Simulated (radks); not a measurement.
Radial electron density D(r) = 4 pi r^2 rho(r) of an atom or ion with 47 electrons. Method: Dirac Kohn-Sham, PBE, spin-unpolarised, spherical densities, point nucleus; computed with a radial shooting solver on a logarithmic mesh with Libxc functionals.

| r (bohr) | D(r) (e/bohr) |
|---|---|
| 0.004821 | 19.00 |
| 0.00643 | 27.79 |
| 0.008508 | 38.29 |
| 0.01126 | 49.49 |
| 0.01501 | 59.18 |
| 0.01987 | 63.69 |
| 0.02629 | 61.76 |
| 0.03506 | 56.33 |
| 0.04639 | 55.83 |
| 0.06138 | 65.67 |
| 0.08186 | 78.56 |
| 0.1083 | 76.83 |
| 0.1433 | 61.17 |
| 0.1911 | 55.61 |
| 0.2529 | 64.72 |
| 0.3346 | 57.41 |
| 0.4463 | 30.57 |
| 0.5905 | 19.07 |
| 0.7814 | 21.94 |
| 1.042 | 17.83 |
| 1.379 | 8.950 |
| 1.824 | 3.361 |
| 2.433 | 1.077 |
| 3.22 | 0.2876 |
| 4.26 | 0.04632 |
| 5.682 | 0.002854 |

What is the nuclear charge?

Answer. Z = 49. The innermost maximum, from 1s, lies near gamma/Z bohr with gamma = sqrt(1 - (Z/c)^2) = 0.934, here 0.0191 bohr (found: 0.0208), and its height grows with Z. The density is that of the indium ion In2+ in [Kr] 4d10 5s1; the configuration itself is not fixed sharply by these data, and Z only to a few units. D(r) has 4 maxima, at r = 0.0208, 0.0923, 0.272, 0.813 bohr, and minima at 0.0411, 0.178, 0.595 bohr, inside which lie 2.03, 11.19, 29.02 electrons.
